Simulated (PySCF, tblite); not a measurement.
Isomers of C3H12FPSi3, one GFN2-xTB conformer each. Single-point energies are computed at PBE0/pcSseg-1 (PySCF, gas phase, no added dispersion term), electronic only.

Task: Rank them by PBE0/pcSseg-1 energy, lowest first (kJ/mol).
A. `[F:1][C@@H:2]1[SiH2:3][CH2:4][SiH2:5][CH2:6][Si@@H:7]1[PH2:8]` with C6–Si7–P8–H -179° and 88°, F1–C2–Si3–C4 -177°, C2–Si3–C4–Si5 57°, Si3–C4–Si5–C6 -57°, C4–Si5–C6–Si7 54°
B. `[F:1][SiH2:2][CH2:3][Si@H:4]([PH2:5])/[CH:6]=[CH:7]/[SiH3:8]` with F1–Si2–C3–Si4 177°, Si2–C3–Si4–P5 166°, C3–Si4–P5–H 73° and 166°, C3–Si4–C6–C7 111°
C. `[F:1][C@H:2]1[SiH2:3][CH2:4][Si@H:5]([PH2:6])[CH2:7][SiH2:8]1` with C4–Si5–P6–H -84° and -177°, F1–C2–Si3–C4 65°, C2–Si3–C4–Si5 54°, Si3–C4–Si5–P6 72°, C4–Si5–C7–Si8 52°

Result: B (0.0), C (38.8), A (42.3).

As drawn, the lowest has an Si–F bond and a C=C bond outside aromatic rings, which the highest lacks. Neighbours under 10 kJ/mol apart (F[C@H]1[SiH2]C[Si@H](P)C[SiH2]1 and F[C@@H]1[SiH2]C[SiH2]C[Si@@H]1P) can change places with a better method, another conformer or zero-point energy. GFN2-xTB itself gives, in the same order: 0.0, 113.5, 111.1. Both levels put the same isomer lowest; measured from each level's own lowest isomer, the values differ by up to 74.7 kJ/mol (F[C@H]1[SiH2]C[Si@H](P)C[SiH2]1: 113.5 against 38.8).

Task: Which frontier levels, dipoles and rotational constants go with these structures?

Result: 
```csv
SMILES,"HOMO (eV, PBE0/pcSseg-1)",LUMO (eV),dipole (D),"A, B, C (MHz)"
F[SiH2]C[Si@H](P)/C=C/[SiH3],-7.58,-1.03,1.84,"971.7, 484.0, 343.9"
F[C@H]1[SiH2]C[Si@H](P)C[SiH2]1,-7.41,0.26,0.83,"1397, 720.6, 605.4"
F[C@@H]1[SiH2]C[SiH2]C[Si@@H]1P,-7.41,0.17,2.32,"1100, 898.8, 642.0"
```

Task: What happens when harmonic zero-point energies from GFN2-xTB frequencies are added?

Result: 
| SMILES | ZPE (kJ/mol) | electronic (kJ/mol) | with ZPE (kJ/mol) |
| --- | --- | --- | --- |
| F[SiH2]C[Si@H](P)/C=C/[SiH3] | 334.3 | 0.0 | 0.0 |
| F[C@H]1[SiH2]C[Si@H](P)C[SiH2]1 | 345.2 | 38.8 | 49.7 |
| F[C@@H]1[SiH2]C[SiH2]C[Si@@H]1P | 345.5 | 42.3 | 53.4 |

The zero-point energies span 11.2 kJ/mol. The order is unchanged.
